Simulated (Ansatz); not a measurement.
Program: Ansatz. Geometries: PBE0-D4/def2-TZVP. ΔE: electronic, gas phase. CBS: MP2 limit from def2 TZ/QZ plus the TZ coupled-cluster correction, frozen cores. Functionals use def2-TZVPP. HSE06 is defined as in plane-wave codes. For Ge outer-core shells are correlated without core-valence functions, which leaves a few kJ/mol of doubt a bond. Scalar relativity is left out up to krypton. One conformer a species, not always the lowest.

Consider the redistribution: `C=C[SiH2]CN` + `[SiH3][O][GeH3]` → `C=C[SiH2]O[SiH3]` + `N[CH2][GeH3]`.

Task: Is it downhill or uphill in electronic energy at CCSD(T)/CBS, and by how much? (An estimate is asked.)

Result: The calculation gave: Downhill: ΔE = -71.7 kJ/mol.

Task: What do these levels give: revPBE-D4, r2SCAN-D4, HSE06-D4, revPBE, r2SCANh, CCSD/CBS(def2)? (Best estimate.)

Result: Computed: revPBE-D4 -59.4, r2SCAN-D4 -66.5, HSE06-D4 -65.2, revPBE -57.4, r2SCANh -67.7, CCSD/CBS(def2) -73.8 kJ/mol.

Largest T1 diagnostic among the species: 0.012.

From PBE to PBE0 (25 % exact exchange), in def2-TZVPP and without D4, ΔE moves by −5.0 kJ/mol. Leaving LDA and LC-ωPBE aside and taking each functional with its dispersion term where it has one, the values, not all of them listed here, spread over 13.4 kJ/mol, from BHLYP-D4 to revPBE-D4. LDA lies −6.7 kJ/mol from PBE without D4. At CCSD(T), def2-SVP lies +16.0 kJ/mol from the extrapolated value and def2-TZVPP +3.7 kJ/mol.
